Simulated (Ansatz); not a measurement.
Ga(H2O)F3 (GaOF3H2). Charge 0, multiplicity 1. Geometry PBE-D4/def2-SVP; atoms count from 1.

```
atom   x (Å)   y (Å)   z (Å)
 Ga1   0.427  -0.134   0.755
  O2  -0.232  -0.022  -1.217
  H3  -0.407   0.941  -1.307
  H4  -1.116  -0.445  -1.166
  F5   1.991  -0.930   0.790
  F6  -1.016  -1.041   1.239
  F7   0.352   1.632   0.907
```

(1) Estimate the Mulliken populations from the PBE0/def2-TZVP orbitals of Ansatz.

(2) And the Mayer bond orders between heavy atoms (over 0.3)?

Results:

(1) 
```csv
atom,charge (e)
Ga1,0.92
O2,-0.51
H3,0.38
H4,0.38
F5,-0.37
F6,-0.40
F7,-0.40
```
Mulliken values depend strongly on the basis.

(2) Ga1–O2 0.43 (2.08 Å); Ga1–F5 1.01 (1.76 Å); Ga1–F6 0.95 (1.77 Å); Ga1–F7 0.95 (1.77 Å).
